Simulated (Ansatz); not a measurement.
Harmonic frequencies (cm⁻¹) at PBE0-D4/def2-TZVP from Ansatz: 82, 103, 186, 242, 310, 350, 413, 526, 573, 705, 887, 963, 1078, 1109, 1132, 1171, 1177, 1246, 1275, 1349, 1360, 1394, 1436, 1461, 1496, 3015, 3082, 3102, 3146, 3852.

Each molecule was computed in one conformer, which needn't be the lowest.

(1) Which molecule is it?
A. `OC(CF)C(F)F`
B. `CC(O)CF`
C. `CCOC(F)(F)F`
D. `F/C(=C/C(F)F)C(F)F`

Results:

(1) A.
